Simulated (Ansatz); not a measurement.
O$_{3}$, charge -1, doublet, geometry from GFN2-xTB (a state made from the parent by changing its charge; the spin is typed, not shown lowest) (a gas-phase anion, which may not be bound at this level); BLYP/6-31G** in Ansatz (a program for electronic structure).

Here is a job for Ansatz.
Ansatz 0.2 input:
```yaml
crystal:
  periodic: [false, false, false]
  atoms:
    - {symbol: O, position_ang: [1.13637858, -0.23245903, 0.05644501]}
    - {symbol: O, position_ang: [0.00065138, 0.46397079, -0.01013412]}
    - {symbol: O, position_ang: [-1.13702995, -0.23151176, -0.04631090]}
basis:
  gaussian:
    orbitals: 6-31G__.json
    final_grid: {core_spheres: 14, valence_spheres: 28, degree: 59}
hamiltonian:
  xc: blyp
total_charge: -1
magnetization: {spin_polarized: true, initial_magnetization: 1}
```
The basis file holds 6-31G** in the JSON format of the Basis Set Exchange.

Q: Predict the main parts of the log of this Ansatz run.

A: 
```
Functional definition: BLYP
405 factors; their error is unknown
mean field evaluation 1: about -6129.4374 eV, gradient 4.0e1 eV
mean field evaluation 2: about -6101.4850 eV, gradient 1.0e2 eV
mean field evaluation 4: about -6135.0697 eV, gradient 2.0e0 eV
mean field evaluation 8: about -6135.0623 eV, gradient 1.9e-2 eV
mean field evaluation 16: about -6135.0623 eV, gradient 2.0e-5 eV
mean field -6135.06226681 eV, -225.4593798108 hartree, gradient 2.0e-5 eV, S^2 0.751162; 0 other end points of the search recorded, 0 dependent functions left out
reference -6135.06240443 eV, -225.4593848680 hartree; 13, 12 occupied and 32, 33 virtual orbitals, 405 factors
Total energy: -6135.06240443 eV, -225.4593848680 hartree
```
